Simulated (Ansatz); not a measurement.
Program: Ansatz. Geometries: PBE0-D4/def2-TZVP. ΔE: electronic, gas phase. CCSD(T)/CBS adds triple-zeta CCSD(T) − MP2 to the extrapolated MP2 energy (def2 sets, frozen cores). Functionals use def2-TZVPP. B3LYP here is the variant with VWN-RPA as its local correlation; programs differ in this. HSE06 is defined as in plane-wave codes. One conformer a species, not always the lowest.

Reaction (redistribution): `[BH2][AlH][BH]O` + `[CH3][AlH][NH][AlH2]` → `[BH2][AlH][AlH][CH3]` + `OB[NH][AlH2]`

`[BH2][AlH][BH]O`:

Cartesian coordinates in Å:
```
B 1.480 -0.030 1.687
Al 0.484 0.807 0.022
B -0.880 -0.315 -1.209
O -2.189 -0.385 -0.857
H 1.036 0.014 2.803
H 2.526 -0.613 1.598
H 0.809 2.327 -0.366
H -0.539 -0.903 -2.214
H -2.727 -0.902 -1.464
```

`[CH3][AlH][NH][AlH2]`:

Z-matrix (Å, degrees):
```
C
Al 1 1.947
H 1 1.095 2 110.8
H 1 1.095 2 110.8 3 117.7
H 1 1.092 2 112.9 3 -121.1
N 2 1.792 1 120.3 3 120.9
H 2 1.590 1 122.7 3 -59.0
Al 6 1.782 2 131.1 1 -0.0
H 6 1.014 2 114.3 1 -180.0
H 8 1.584 6 118.0 2 0.1
H 8 1.586 6 119.3 2 -179.9
```

`[BH2][AlH][AlH][CH3]`:

Cartesian coordinates in Å:
```
B -2.379 -1.798 -0.246
Al -1.026 -0.531 -1.242
Al 1.278 0.089 -0.205
C 1.571 1.618 0.987
H -2.354 -2.994 -0.358
H -3.192 -1.389 0.539
H -1.429 0.067 -2.672
H 2.558 -0.821 -0.515
H 0.690 2.245 1.143
H 2.376 2.253 0.600
H 1.907 1.262 1.968
```

`OB[NH][AlH2]`:

Z-matrix (Å, degrees):
```
B
N 1 1.428
O 1 1.364 2 123.1
H 1 1.199 2 120.7 3 -180.0
Al 2 1.788 1 128.4 3 -0.0
H 2 1.010 1 113.2 3 180.0
H 3 0.963 1 114.3 2 0.0
H 5 1.578 2 120.2 1 180.0
H 5 1.587 2 115.5 1 -0.0
```

```json
{"level": "LDA (SPW92)", "ΔE (kcal/mol)": "-15.5", "difference from CCSD(T)/CBS": "-4.6"}
{"level": "PBE-D4", "ΔE (kcal/mol)": "-13.4", "difference from CCSD(T)/CBS": "-2.5"}
{"level": "revPBE-D4", "ΔE (kcal/mol)": "-13.0", "difference from CCSD(T)/CBS": "-2.1"}
{"level": "BLYP-D4", "ΔE (kcal/mol)": "-10.4", "difference from CCSD(T)/CBS": "0.5"}
{"level": "r2SCAN-D4", "ΔE (kcal/mol)": "-12.1", "difference from CCSD(T)/CBS": "-1.2"}
{"level": "B97M-V", "ΔE (kcal/mol)": "-12.3", "difference from CCSD(T)/CBS": "-1.4"}
{"level": "PBE0-D4", "ΔE (kcal/mol)": "-13.7", "difference from CCSD(T)/CBS": "-2.8"}
{"level": "B3LYP-D4", "ΔE (kcal/mol)": "-10.9", "difference from CCSD(T)/CBS": "0.0"}
{"level": "r2SCAN0-D4", "ΔE (kcal/mol)": "-12.6", "difference from CCSD(T)/CBS": "-1.7"}
{"level": "HSE06-D4", "ΔE (kcal/mol)": "-13.7", "difference from CCSD(T)/CBS": "-2.8"}
{"level": "BHLYP-D4", "ΔE (kcal/mol)": "-11.4", "difference from CCSD(T)/CBS": "-0.5"}
{"level": "CAM-B3LYP-D4", "ΔE (kcal/mol)": "-10.6", "difference from CCSD(T)/CBS": "0.3"}
{"level": "ωB97X-V", "ΔE (kcal/mol)": "-10.9", "difference from CCSD(T)/CBS": "0.0"}
{"level": "ωB97M-V", "ΔE (kcal/mol)": "-9.6", "difference from CCSD(T)/CBS": "1.3"}
{"level": "PBE-QIDH", "ΔE (kcal/mol)": "-12.7", "difference from CCSD(T)/CBS": "-1.8"}
{"level": "PBE", "ΔE (kcal/mol)": "-13.6", "difference from CCSD(T)/CBS": "-2.7"}
{"level": "revPBE", "ΔE (kcal/mol)": "-13.0", "difference from CCSD(T)/CBS": "-2.1"}
{"level": "BLYP", "ΔE (kcal/mol)": "-10.8", "difference from CCSD(T)/CBS": "0.1"}
{"level": "r2SCAN", "ΔE (kcal/mol)": "-12.2", "difference from CCSD(T)/CBS": "-1.3"}
{"level": "r2SCANh", "ΔE (kcal/mol)": "-12.4", "difference from CCSD(T)/CBS": "-1.5"}
{"level": "r2SCAN0", "ΔE (kcal/mol)": "-12.7", "difference from CCSD(T)/CBS": "-1.8"}
{"level": "HSE06", "ΔE (kcal/mol)": "-14.0", "difference from CCSD(T)/CBS": "-3.1"}
{"level": "BHLYP", "ΔE (kcal/mol)": "-11.8", "difference from CCSD(T)/CBS": "-0.9"}
{"level": "CAM-B3LYP", "ΔE (kcal/mol)": "-10.8", "difference from CCSD(T)/CBS": "0.1"}
{"level": "LC-ωPBE", "ΔE (kcal/mol)": "-11.6", "difference from CCSD(T)/CBS": "-0.7"}
{"level": "RPA@PBE/def2-TZVPP", "ΔE (kcal/mol)": "-10.0", "difference from CCSD(T)/CBS": "0.9"}
{"level": "HF/def2-SVP", "ΔE (kcal/mol)": "-13.2", "difference from CCSD(T)/CBS": "-2.3"}
{"level": "CCSD/def2-SVP", "ΔE (kcal/mol)": "-11.8", "difference from CCSD(T)/CBS": "-0.9"}
{"level": "CCSD(T)/def2-SVP", "ΔE (kcal/mol)": "-11.8", "difference from CCSD(T)/CBS": "-0.9"}
{"level": "HF/def2-TZVPP", "ΔE (kcal/mol)": "-12.3", "difference from CCSD(T)/CBS": "-1.4"}
{"level": "MP2/def2-TZVPP", "ΔE (kcal/mol)": "-10.0", "difference from CCSD(T)/CBS": "0.9"}
{"level": "SCS-MP2/def2-TZVPP", "ΔE (kcal/mol)": "-9.7", "difference from CCSD(T)/CBS": "1.2"}
{"level": "CCSD/def2-TZVPP", "ΔE (kcal/mol)": "-11.2", "difference from CCSD(T)/CBS": "-0.3"}
{"level": "CCSD(T)/def2-TZVPP", "ΔE (kcal/mol)": "-11.1", "difference from CCSD(T)/CBS": "-0.2"}
{"level": "HF/def2-QZVPP", "ΔE (kcal/mol)": "-12.1", "difference from CCSD(T)/CBS": "-1.2"}
{"level": "MP2/def2-QZVPP", "ΔE (kcal/mol)": "-9.8", "difference from CCSD(T)/CBS": "1.1"}
{"level": "SCS-MP2/def2-QZVPP", "ΔE (kcal/mol)": "-9.5", "difference from CCSD(T)/CBS": "1.4"}
{"level": "HF/CBS(def2)", "ΔE (kcal/mol)": "-12.0", "difference from CCSD(T)/CBS": "-1.1"}
{"level": "MP2/CBS(def2)", "ΔE (kcal/mol)": "-9.8", "difference from CCSD(T)/CBS": "1.1"}
{"level": "CCSD/CBS(def2)", "ΔE (kcal/mol)": "-11.0", "difference from CCSD(T)/CBS": "-0.1"}
{"level": "CCSD(T)/CBS", "ΔE (kcal/mol)": "-10.9", "difference from CCSD(T)/CBS": "0"}
```

(1) What do rigid-rotor, harmonic-oscillator terms from PBE0-D4/def2-TZVP frequencies (298.15 K, 1 bar) make of the CCSD(T)/CBS value? (Estimate.)

Largest T1 diagnostic among the species: 0.014.

Answers

(1) Ansatz gave: ΔZPE = +1.0 kcal/mol, ΔH = -9.9 kcal/mol, ΔS = 0 J/(mol·K), ΔG = -9.9 kcal/mol. Modes under 50 cm⁻¹ make the entropy rough.

From BLYP to BHLYP (50 % exact exchange), in def2-TZVPP and without D4, ΔE moves by −1.0 kcal/mol. At CCSD(T), def2-SVP lies −0.9 kcal/mol from the extrapolated value and def2-TZVPP −0.2 kcal/mol.
